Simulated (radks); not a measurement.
Results of a calculation; reference values are marked as such.
Numerical settings for the potassium ion K3+, [Ne] 3s2 3p4. Level of theory: Dirac Kohn-Sham, PBE, spin-unpolarised, spherical densities, point nucleus; open shells are shared between the two j in proportion to 2j + 1 (a radial shooting solver on a logarithmic mesh with Libxc functionals). The defaults (mesh step 0.008 in ln r, mesh end at 40 bohr or more with all orbitals vanishing there, Anderson mixing 0.5 over 9 steps, residual threshold near 1e-9 with the energy settled to 1e-9 hartree or 1e-11 of itself, here a cap of 57 iterations) give E = -599.0345 hartree and 3p3/2 at -54.670 eV in 14 iterations. Run on one thread of a shared host, so times are rough (Arm Neoverse V1): 0.07 s of CPU time, 0.07 s wall, 14 iterations on 2476 mesh points. Changes against that run (0 stands for a change within the tolerance of the run):

setting                     iterations  converged  E (mhartree)  e(3p3/2) (meV)  CPU (s)
mesh step in ln r 0.003             14        yes             0               0     0.17
mesh step in ln r 0.12               4         no      diverged               -     0.01
mesh step in ln r 0.012             14        yes             0               0     0.05
mesh end (bohr) 400                 14        yes             0               0     0.07
mesh end (bohr) 12                  14        yes             0               0     0.07
residual threshold 1e-13            20        yes             0               0     0.09
residual threshold 0.01              8        yes             0           -0.68     0.05
mixing 1.5                          13        yes             0               0     0.07
linear mixing, mixing 0.05          57         no        +0.501            -855     0.26
linear mixing, mixing 0.5           30        yes             0               0     0.12
mixing history 20                   19        yes             0               0     0.09
iteration cap 2                      2         no          +582        -2.2e+04     0.01

No run marked as converged misses the energy by more than 1 mhartree. A mesh that ends early acts as a hard wall.
